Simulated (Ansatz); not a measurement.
Molecule: sum formula H5SiNO3, charge 0, multiplicity 1. 
Structure (B3LYP-D3(BJ)/def2-TZVP (Ansatz, a quantum-chemistry and plane-wave program) minimum search):
```xyz
10

N     -0.1832    -0.0680    -1.6785
Si    -0.0106    -0.0090     0.0175
O     -1.1223    -0.9063     0.8086
O     -0.2249     1.5439     0.5139
O      1.4594    -0.6274     0.4180
H     -0.9703     0.3911    -2.1107
H      0.0460    -0.9191    -2.1686
H     -1.0865    -0.9209     1.7683
H      0.3112     2.2244     0.1009
H      2.2339    -0.2542    -0.0086
```
Charge 0, spin multiplicity 1.

Basis-set convergence of Hartree-Fock and CCSD correlation energies (hartree) with Ansatz. Valence correlation only, unless marked. No spin-orbit coupling. Non-relativistic.

```csv
basis,functions,E(HF),"E(corr, CCSD)"
cc-pV(D+d)Z,104,-571.09363,-0.85262
cc-pV(T+d)Z,229,-571.23012,-1.07161
cc-pV(Q+d)Z,434,-571.25910,-1.14612
```

Extrapolating the two largest sets (X = 3 and 4) as X^-3: E(corr) = (64·(-1.14612) - 27·(-1.07161))/37 = -1.2005 Eh, an estimate of the basis-set limit. The largest set recovers 95.5 % of it, the smallest 71.0 %.
